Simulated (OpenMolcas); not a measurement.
**neutral copper: from CASSCF to CASPT2**

| Item | Value |
| --- | --- |
| Program | OpenMolcas |
| Basis | ANO-R2 [6s4p4d2f1g] |
| Scalar Hamiltonian | X2C, finite nucleus |
| Active space | 11 electrons in 6 orbitals (3d 4s) |
| State averaging | 2S+1 = 2 even, 6 roots |
| Spin-orbit coupling | state interaction with AMFI integrals over the reference wave functions, term energies averaged over their components |

Methods on the same reference wave functions:
A. CASSCF
B. SS-CASPT2, IPEA 0.25 Eh, imaginary shift 0.1 Eh (closed shells correlated: 3s 3p)

Energies in cm⁻¹ above 3d¹⁰ 4s ²S_1/2, the measured ground level; measured values from NIST Handbook of Basic Atomic Spectroscopic Data.

| Level | A | B | Measured |
| --- | --- | --- | --- |
| 3d⁹ 4s² ²D_5/2 | -23378 | 13653 | 11203 |
| 3d⁹ 4s² ²D_3/2 | -21379 | 15652 | 13245 |
| 3d¹⁰ 4s ²S_1/2 | 0.0 | 0.0 | 0.0 |

A puts 3d⁹ 4s² ²D_5/2 lowest.

Deviations, from unrounded energies. A percentage is the sum of absolute deviations over the sum of measured energies, with the sign that they share, or ± where signs differ.

| Against measurement | Levels | A | B |
| --- | --- | --- | --- |
| mean absolute deviation (cm-1) | 2 | 35000 | 2400 |
| other configurations (%) | 2 | -283.1 | +19.9 |

B lies closest to measurement on these levels. The largest miss of B in the table is 3d⁹ 4s² ²D_5/2, by +2500 cm-1. The ranking rests on the paired levels alone, and a cruder setting can come out closer through cancelling errors.

The lowest spin-free term lies below A's lowest term by 0.876 hartree in B.

Over all roots computed the reference weight is 0.80 to 0.90 in B; the roots of lowest weight are the least certain, and an intruder state may touch them. A single d shell beside an s shell can misplace configurations of different d count against each other. Without dynamic correlation excited terms often stand tens of per cent too high (terms of higher spin than the ground term too low), and those without a measured partner can miss by more than the paired ones (holds for A). The lowest computed level is not the ground level that NIST lists (2S1/2) (holds for A). Measured partners are found by configuration, term and J. A level has none where our copy of the source lacks it or the pairing is in doubt (some pairs that miss far off the trend of their configuration count as doubtful), and it then counts in no deviation. Levels of configurations outside the active space are missing.
